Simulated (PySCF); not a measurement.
Coordinates in bohr (charge 0 multiplicity 3):
```
Ir    0.1739   -0.0942    0.2596
S    -0.6355    0.3229   -3.5210
O    -0.3201    0.5054    3.7298
H    -1.8858    0.1434    4.5765
```

These are results of UPBE0/[Ir def2-TZVP with ECP60, S def2-TZVP, O def2-TZVP, H def2-TZVP], scalar-relativistic core potentials, density fitting, no spin–orbit coupling, PySCF, not measurements.

This geometry of IrS(OH) is a stationary point at this level.

**Question.** What is the point group?

**Answer.** C1.

**Question.** Is it a minimum?

**Answer.** Yes: all harmonic wavenumbers are real.

**Question.** Which band is strongest in the infrared?

**Answer.** 657 cm⁻¹ (a), 324 km/mol.

**Question.** What is the atomisation energy, with and without zero-point energy?

**Answer.** 1172 kJ/mol without, 1135 kJ/mol with.

Only a few start shapes were tried, so a lower isomer may exist. Open d and f shells are described by one determinant, and the ground state may have another occupation or spin. At this level a singlet minimum of Cs symmetry lies 40 kJ/mol below this structure. No spin–orbit coupling is included, which matters more the heavier the element.
